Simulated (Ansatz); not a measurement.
Input file for Ansatz (a first-principles code): R-RI-MP2/def2-QZVPP on BH2IO2 (SMILES OB(O)I), a point of a torsion scan. Elements past Kr take the def2 small-core potentials; no spin–orbit coupling. Files ending in .json are basis or fitting sets from the Basis Set Exchange. The run froze 12 orbitals, filled d shells among them.

Ansatz 0.2 input:
```yaml
crystal:
  periodic: [false, false, false]
  atoms:
    - {symbol: O, position_ang: [0.10443141, 1.34359822, -0.14863767]}
    - {symbol: B, position_ang: [0.11878412, 0.02129922, 0.02685349]}
    - {symbol: O, position_ang: [0.71340753, -0.54395611, 1.08293941]}
    - {symbol: I, position_ang: [-1.01242974, -1.13036165, -1.37913575]}
    - {symbol: H, position_ang: [0.20324284, 1.91191902, 0.61387431]}
    - {symbol: H, position_ang: [0.70674269, -1.49374991, 1.19528686]}
basis:
  gaussian:
    orbitals: def2-QZVPP.json
    fitting: {mean_field: def2-universal-JKFIT, correlation: def2-QZVPP-RIFIT.json}
magnetization: {spin_polarized: false}
correlation: {method: mp2, electrons: outside_noble_gas}
scf: {lower_state_search: off}
```

The head of its log:

```
WARN ansatz: RAYON_NUM_THREADS=1 ignored (pool sized by the plan → 1); use --threads N
Functional definition: HF
these checks for a lower state are left out or cut short: stability, starts, cluster_reference, orbital_swaps, neighbouring_geometries, increment
integrals: 0.40 GiB planned
483 factors; integrals over basis functions are off by at most 1.3e0 eV
mean field: 0.63 GiB planned
mean field evaluation 1: about -12852.8455 eV, gradient 4.6e1 eV
mean field evaluation 2: about -12855.3073 eV, gradient 2.8e1 eV
mean field evaluation 4: about -12856.4639 eV, gradient 6.3e-1 eV
mean field -12856.46577672 eV, -472.4664028688 hartree, gradient 1.4e-6 eV, S^2 0.000000; 0 other end points of the search recorded, 0 dependent functions left out
12 core orbitals not correlated
811 factors; their error is unknown
reference -12856.46577672 eV, -472.4664028688 hartree; 12, 12 occupied and 289, 289 virtual orbitals, 811 factors
```

Problem. Predict the final total energy.

Solution. -473.2406 hartree.
